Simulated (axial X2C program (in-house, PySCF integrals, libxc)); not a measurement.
**Which molecule has these constants?**

Computed with an axial X2C code built on PySCF integrals, spin-free (one-electron X2C) or two-component (2c: spin–orbit coupling with atomic mean-field Coulomb and Gaunt terms, which also bring small scalar terms), in Dyall basis sets with cores contracted in-house; open shells are unrestricted.

A two-component PBE0 calculation in a Dyall 3-zeta basis gave Re = 2.579 Å, ωe = 345.5 cm⁻¹, De = 0.51 eV, dipole magnitude 2.92 D, Ω = 1/2.

Task: Which molecule is it?
A. BeB
B. BeO
C. BeC
D. LiBe
E. BeF

Result: D. The others have BeC 1.665 Å and 930.7 cm⁻¹ (Ω = 1); BeO 1.318 Å and 1563.6 cm⁻¹ (Ω = 0); BeB 1.957 Å and 617.8 cm⁻¹ (Ω = 1/2); BeF 1.363 Å and 1258.2 cm⁻¹ (Ω = 1/2).

Each entry is the lowest single determinant of a limited PBE0 search at one distance. De goes to single-determinant-based atoms at the same level (for ions the charge split of lowest energy) and is withheld (n/a) where an atom does not fit its ground term or J level. Main or longest-lived isotopes. One determinant is a doubtful description, or other states lie close, for BeC, BeB; these need not be ground states, and all values refer to the states named. Some open-shell Ω = 0 determinants are out of reach, so the Ω given for BeC need not be the lowest component. With several unpaired electrons the Ω given is that of one determinant, not necessarily of the lowest component. Some light 2c atoms are not at their ground J level, so De misses part of their lowering (0.04 eV or less). The functionals have no current term, which raises determinants with orbital currents. Where the atoms have a lower orbital projection than the molecule, De at mean-field level may be about a tenth of an eV too small.
